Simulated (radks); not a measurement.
P II, configuration [Ne] 3s2 3p2.

All-electron calculation, non-relativistic Kohn-Sham, LDA (Slater exchange, VWN5 correlation), spin-polarised, spherical densities, point nucleus; open shells are filled with parallel spins first; hard spherical wall at 7 bohr. Program: a radial shooting solver on a logarithmic mesh with Libxc functionals.

Energy parts (hartree):
total: -339.61789
kinetic: 338.88290
electron-nucleus: -804.63790
Hartree: 147.68536
exchange-correlation: -21.54825

Orbitals (lengths in bohr, moments of r in powers of bohr; r(max) is where P^2 peaks):
orbital	occ.	eigenvalue (hartree)	r(max)	<r^4>
1s up	1	-76.45581	0.06824	0.0005519
1s down	1	-76.44561	0.06823	0.0005518
2s up	1	-6.71699	0.4217	0.1970
2s down	1	-6.70517	0.4218	0.1955
2p up	3	-4.96643	0.3540	0.1948
2p down	3	-4.95169	0.3542	0.1925
3s up	1	-0.88081	1.546	23.62
3s down	1	-0.80778	1.543	25.06
3p up	2	-0.55064	1.743	45.31
3p down	0	-0.48280	1.755	51.42
3d up	0	-0.14597	2.552	162.2
3d down	0	-0.09895	2.826	197.2
4s up	0	-0.13577	4.053	373.8
4s down	0	-0.11145	4.147	393.2
4p up	0	-0.02270	4.451	442.2
4p down	0	0.00084	4.540	457.7

The highest occupied level is 3p up at -14.984 eV. Summed over all electrons, <r^2> = 20.52 bohr^2, which gives a Langevin (diamagnetic) susceptibility term of -16.3 x 10^-6 cm^3/mol. The pressure on the wall is 0.0500 GPa. The spin density at the nucleus is -0.1046 e/bohr^3 (1s -0.1418, 2s -0.0135, 3s 0.0508), a Fermi contact field of -5.48 T.
